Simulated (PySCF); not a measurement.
C₆H₅FO₂S.
Structure used (PBE0-D3(BJ)/def2-SVP), in Å, numbered top down from 1:
```
atom  x, y, z in Å
O1     2.897   -0.495   -1.241
S2     2.365    0.175   -0.082
O3     2.793    1.488    0.329
F4     2.686   -0.797    1.162
C5     0.609    0.072   -0.059
C6    -0.015   -0.955   -0.764
C7    -1.404   -1.043   -0.717
C8    -2.139   -0.115    0.021
C9    -1.496    0.912    0.713
C10   -0.108    1.013    0.679
H11    0.584   -1.660   -1.343
H12   -1.915   -1.839   -1.263
H13   -3.228   -0.190    0.053
H14   -2.078    1.640    1.282
H15    0.422    1.811    1.203
```

Definitions: NICS(0) = −σiso at the ring centroid; NICS(1) = −σiso and NICS(1)zz = −σzz at ±1 Å along the ring normal z. Level: GIAO PBE/pcSseg-1 (PySCF, non-relativistic, gas phase) on the PBE0-D3(BJ)/def2-SVP geometry, one conformer.

Ring bond lengths (Å): C5–C6 1.394, C6–C7 1.392, C7–C8 1.395, C8–C9 1.395, C9–C10 1.392, C10–C5 1.394.

What do the NICS probes read (ppm)?

| ring | type | NICS(0) | NICS(1), two faces | NICS(1)zz, two faces | rms pucker (Å) | centre to ring atoms, mean (Å) |
| --- | --- | --- | --- | --- | --- | --- |
| C5–C6–C7–C8–C9–C10 | 6-membered carbocycle; formal bonds all aromatic | -9.0 | -11.3 / -11.1 | -27.9 / -27.4 | 0.00 | 1.39 |

What do they say, and how far can they be read as aromaticity?

- C5–C6–C7–C8–C9–C10: mean NICS(1)zz -27.6 ppm, shielded. For a flat ring without four-coordinate atoms the NICS criterion counts such a value as aromatic.

How equal are the bonds by HOMA? Use HOMA with the parameters of Krygowski (1993).

- C5–C6–C7–C8–C9–C10: HOMA 0.99 = 1 − EN − GEO, with mean bond length 1.394 Å, EN = α(Ropt − mean)² = 0.008 and GEO = α × variance = 0.001. The geometric and the magnetic index point the same way.

What is the mean of the two in-plane components of NICS at the second NICS(1) probe listed for ring C5–C6–C7–C8–C9–C10, 1 Å off the ring?

The isotropic value is a third of the trace: (3 × -11.1 − (-27.4))/2 = -2.9 ppm.

How shielded are the nuclei of the rings and their hydrogens (means over atoms taken as equivalent)?

```
   atoms                  environment  σ isotropic (ppm)
      C5  substituted aromatic carbon               38.9
 C6 (×2)           aromatic CH carbon               49.4
 C7 (×2)           aromatic CH carbon               47.2
      C8           aromatic CH carbon               42.7
H11 (×2)            aromatic hydrogen              23.20
H12 (×2)            aromatic hydrogen              23.61
     H13            aromatic hydrogen              23.58
```

How do the values depend on the level or the medium?

```tsv
level	NICS(0), C5–C6–C7–C8–C9–C10	mean NICS(1)zz, C5–C6–C7–C8–C9–C10
PBE/pcSseg-1, gas	-9.0	-27.6
PBE0/pcSseg-1, gas	-9.4	-28.7
```

The geometry is the same throughout.
